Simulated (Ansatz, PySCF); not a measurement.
Ga(NCO)(OH)2 (CH2GaNO3), SMILES O=C=[N][Ga]([OH])[OH]. Atoms are numbered in the order given.

```xyz
8

Ga     0.6113     0.3877     0.0604
N     -0.9167    -0.5810    -0.0935
C     -1.9461    -1.1899    -0.2224
O     -2.9496    -1.7883    -0.3453
O      0.7890     1.9417    -0.7570
H      0.0072     2.1903    -1.2672
O      1.9594    -0.2028     1.0338
H      1.7792    -1.0581     1.4451
```
Charge 0, spin multiplicity 1.

Coordinates come from a r2SCAN-D4/def2-SVP optimisation. One conformer was computed; it need not be the lowest.

Two levels are set side by side: PBE-D3(BJ)/def2-SVP (Ansatz, an electronic-structure program) and r2SCAN-D4/def2-SVP (Ansatz). Each level has its own optimised geometry; the coordinates shown are those of the second. Frequencies come from the Hessian of PySCF at each geometry. Differences are taken from unrounded values.

```tsv
quantity	r2SCAN-D4	PBE-D3(BJ)	PBE-D3(BJ) minus r2SCAN-D4
mean bond length (Å)	1.379	1.393	0.014
bond Ga1–N2 (Å)	1.816	1.836	0.021
bond Ga1–O5 (Å)	1.765	1.786	0.021
bond Ga1–O7 (Å)	1.765	1.783	0.018
bond N2–C3 (Å)	1.203	1.214	0.011
bond C3–O4 (Å)	1.175	1.183	0.009
bond O5–H6 (Å)	0.966	0.975	0.009
bond O7–H8 (Å)	0.966	0.975	0.009
highest harmonic wavenumber (cm⁻¹)	3859	3734	-125
mean harmonic wavenumber (cm⁻¹)	983	956	-26
zero-point energy (kcal/mol)	25.28	24.60	-0.68
```
